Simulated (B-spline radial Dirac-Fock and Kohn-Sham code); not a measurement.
**The Zn-like isoelectronic sequence (30 electrons), Z = 40 to 52**

Model: Dirac-Fock energy differences between relaxed states, corrected for Breit and QED terms. Program: a radial atomic solver. Binding energies in eV, tabulated ground configurations ([Ar] 3d10 4s2 throughout). The model has no electron correlation.

```csv
ion,2p3/2,3p1/2,3p3/2,3d3/2,outermost level,NIST ionisation energy
Zr¹⁰⁺,2423.3,538.5,524.4,373.9,212.6 (4s),214.9 ± 0.4
Nb¹¹⁺,2601.9,601.2,585.2,427.8,243.7 (4s),246.1 ± 0.4
Mo¹²⁺,2787.5,667.2,649.1,484.9,276.6 (4s),279.1 ± 0.5
Tc¹³⁺,2980.0,736.6,716.2,545.1,311.4 (4s),311 ± 3
Ru¹⁴⁺,3179.4,809.4,786.3,608.4,348.1 (4s),348 ± 3
Rh¹⁵⁺,3385.8,885.5,859.7,674.9,386.6 (4s),389.3 ± 0.5
Pd¹⁶⁺,3599.1,965.0,936.1,744.5,427.0 (4s),427 ± 3
Ag¹⁷⁺,3819.3,1047.9,1015.7,817.3,469.2 (4s),469 ± 3
Cd¹⁸⁺,4046.5,1134.2,1098.3,893.1,513.3 (4s),513 ± 3
In¹⁹⁺,4280.6,1223.9,1184.2,972.1,559.3 (4s),560 ± 4
Sn²⁰⁺,4521.7,1317.1,1273.1,1054.1,607.2 (4s),608 ± 4
Sb²¹⁺,?,?,?,?,?,?
Te²²⁺,5024.6,1513.9,1460.3,1227.6,708.7 (4s),709 ± 4
```

Question: Fill in the row of Sb²¹⁺.

Answer: 2p3/2 4769.7, 3p1/2 1413.7, 3p3/2 1365.1, 3d3/2 1139.3, outermost 657.0 (4s), NIST 657 ± 4 eV.

NIST's values are for the lowest levels; a dash marks a value that is missing or belongs to another shell. Their kind here: semi-empirical, theoretical. 

Values without a named source are computed, but for edge energies of neutral atoms, which are taken from tables.
